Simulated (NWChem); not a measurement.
System: AlNH₂BrCl; SMILES [Cl][Al]([Br])[NH2]

```xyz
6

Al    -0.4271     0.6079     0.0000
Cl     0.9810     2.1718     0.0000
Br     0.2665    -1.5416     0.0000
N     -2.1484     0.9874     0.0000
H     -2.8865     0.2946     0.0000
H     -2.5243     1.9275     0.0000
```
Atoms are numbered in this order, from 1.

Computed with NWChem. Medium grid unless said otherwise, to which SCAN and Minnesota functionals are sensitive. Geometry: optimised at B3LYP/6-31G* (spherical d). Total energies of different functionals are on different scales.

```csv
level,energy (Ha),highest occupied level (eV),orbital gap (eV),dipole (D),relative time
B3LYP/def2-SVP,-3332.4070,-7.48,6.71,2.51,1
PBE/def2-SVP,-3331.5625,-6.33,4.95,2.54,1
PBE0/def2-SVP,-3331.7218,-7.81,7.24,2.57,1
SCAN/def2-SVP,-3332.5850,-6.74,5.71,2.62,1
N12/def2-SVP,-3333.7575,-6.16,5.01,2.50,1
B3PW91/def2-SVP,-3332.2681,-7.57,6.85,2.58,1
KT2/def2-SVP,-3348.6071,-6.41,4.84,2.51,1
M06/def2-SVP,-3332.1927,-7.86,7.26,2.45,2
CAM-B3LYP/def2-SVP,-3332.4621,-9.18,9.63,2.53,5
MPW1K/def2-SVP,-3332.5318,-8.92,8.92,2.58,1
B97-D/def2-SVP,-3333.6370,-6.34,5.06,2.56,1
```

The last column is a rough cost ratio, cheapest run = 1.
